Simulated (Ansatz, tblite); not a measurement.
Cost and result up the ladder for the cluster Pd₄⁻ (4 atoms). Charge -1, multiplicity 2. Geometry: PBE-D4/def2-SVPD.

```xyz
4

Pd    0.9782   -1.2883    0.1533
Pd    0.1347    0.5473   -1.5239
Pd    0.3969    1.2165    1.0019
Pd   -1.5097   -0.4756    0.3687
```

Ansatz on 4 threads of Arm Neoverse V2 on a shared host; xTB runs through tblite on one thread. Times are rough, summed over both states, and most runs start from the orbitals of an earlier one. No level here is sound enough to serve as a yardstick. The other state is a triplet.

In the def2 sets Pd takes a core potential; there is no spin–orbit coupling. The xTB rows come from tblite. HOMO above LUMO, or a gap near zero within one spin, warns that the state may not be the lowest or that an electron is smeared out. The structure comes from a short search, and lower isomers may exist.

Run but left out: PBE-D4/def2-TZVPD (neutral triplet: an occupied level 0.01 eV above an empty one).

Raw xTB energies of ions are shifted by several eV, and xTB has no spin-polarisation term.

| level | functions | vertical IE (eV) | remarks |
| --- | --- | --- | --- |
| GFN2-xTB | 36 | 5.49 | – |
| GFN1-xTB | 36 | 6.53 | – |
| PBE0-D4/def2-TZVPD | 160 | 1.27 | HOMO above zero (-1 doublet), spin-contaminated (⟨S²⟩ 0.90) (-1 doublet) |
| r2SCAN-D4/def2-TZVPD | 160 | 1.32 | HOMO above zero (-1 doublet), gap within one spin near zero (triplet), spin-contaminated (⟨S²⟩ 1.03) (-1 doublet) |

(1) Estimate how long each takes.

Answers

(1) GFN1-xTB 0.008 s; GFN2-xTB 0.008 s; PBE0-D4/def2-TZVPD 49 s; r2SCAN-D4/def2-TZVPD 50 s. On shared hardware such times vary by a factor of up to 3.
